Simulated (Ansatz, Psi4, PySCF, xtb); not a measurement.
Complex: CH5N (SMILES CN) (first 7 atoms) with CH2F2 (SMILES FCF); geometry from B3LYP-D3(BJ)/def2-TZVP.
(charge 0, multiplicity 1):
```
atom    x (Å)    y (Å)    z (Å)
----  -------  -------  -------
C     -0.2824  -0.6010  -0.1669
N      0.2592   0.6147   0.4471
H     -1.0306  -1.0330   0.4979
H      0.5184  -1.3339  -0.2768
H     -0.7424  -0.4519  -1.1518
H     -0.4697   1.3086   0.5660
H      0.9680   1.0322  -0.1441
F     -1.0387  -1.1900   3.2618
C      0.0747  -0.4690   3.6052
F     -0.3197   0.5532   4.4222
H      0.5055  -0.0512   2.6943
H      0.7415  -1.1226   4.1703
```

Monomers are frozen at their geometry in the pair; levels with a basis set take the counterpoise correction. Rows marked so take none.

Correlated levels freeze the cores. Rows in 6-31G* carry no dispersion term and start afresh at each structure (6-31G* with six Cartesian d functions). MP2/6-31G* freezes PySCF's default core.

The values were computed with Ansatz (a program for electronic structure); Psi4 for SAPT; PySCF for 6-31G* rows, M06-2X, the dispersion terms; xtb for the GFN methods. Each number belongs to the level named beside it.

| level | interaction energy (kcal/mol) |
|---|---|
| GFN1-xTB | -3.54 |
| GFN2-xTB | -4.07 |
| HF/aug-cc-pVDZ | -1.71 |
| r2SCAN-D3(BJ)/def2-TZVPPD | -3.41 |
| B97M-V/def2-TZVPPD | -3.39 |
| BHLYP-D4/def2-TZVPPD | -3.92 |
| M06-2X/def2-TZVPPD | -3.38 |
| MP2/6-31G* (no counterpoise) | -4.86 |
| SAPT0/jun-cc-pV(D+d)Z | (withheld) |

Problem. Fill in the missing entries.

Solution. 
- SAPT0/jun-cc-pV(D+d)Z, interaction energy (kcal/mol): -3.64
